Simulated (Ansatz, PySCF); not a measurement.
Gas-phase reaction (SMILES): CO[Si](C)(C)C [methoxy(trimethyl)silane] + F (HF) → C[Si](C)(C)F + CO (CH4O) [methanol]; hydrogen fluoride cleaves one Si-O bond, a model of a ligand-exchange step.

Each molecule is optimised on its own at B3LYP-D3(BJ)/def2-TZVP (Ansatz, a quantum-chemistry and plane-wave program), one conformer each, not searched for the lowest. Valence correlation only, unless marked. Spin-orbit coupling is left out. No relativistic terms. Basis-set limits of correlation are two-point, X^-3; Hartree-Fock from the larger set. The bracket is a focal-point correction in the basis named. Thermal terms are rigid-rotor harmonic-oscillator values from B3LYP-D3(BJ) frequencies (Ansatz or PySCF) at 298.15 K and 1 atm. 1 Eh = 627.5095 kcal/mol.

```csv
species,"E, RI-MP2/CBS(cc-pV(T+d)Z,cc-pV(Q+d)Z)+[CCSD(T)-MP2]/cc-pV(D+d)Z (Ansatz) (Eh)","E, PBE/def2-TZVPD (Ansatz) (Eh)",H - E (Eh),G - E (Eh)
CO[Si](C)(C)C,-523.75841,-524.07196,0.16410,0.11749
F (HF),-100.39092,-100.39521,0.01259,-0.00713
C[Si](C)(C)F,-508.55357,-508.85599,0.12234,0.08240
CO (CH4O),-115.61353,-115.63215,0.05533,0.02827
```

Problem. Work out ΔE and ΔH, ΔG, ΔS and the equilibrium constant at 298.15 K at the first level, then ΔH at the second.

Solution. 
1. ΔE = [(-508.55357) + (-115.61353)] - [(-523.75841) + (-100.39092)] = -0.01777 Eh = -11.2 kcal/mol at RI-MP2/CBS(cc-pV(T+d)Z,cc-pV(Q+d)Z)+[CCSD(T)-MP2]/cc-pV(D+d)Z.
2. The terms H - E add up to 0.00098 Eh, so ΔH = (-0.01777 + (0.00098))×627.5095 = -10.5 kcal/mol.
3. The terms G - E add up to 0.00031 Eh, so ΔG = -11.0 kcal/mol, and ΔS = (0.00098 - (0.00031))×627509.5/298.15 = 1.4 cal/(mol K).
4. log10 K = -ΔG/(RT ln 10) = 8.1, with RT ln 10 = 1.3642 kcal/mol.
5. At PBE/def2-TZVPD the same steps give ΔE = -13.2 and ΔH = -12.5 kcal/mol, a shift of -2.0 from the first level.
6. These values are not checked against measurement here, since the tables used lack a sound gas-phase enthalpy of formation for at least one species.
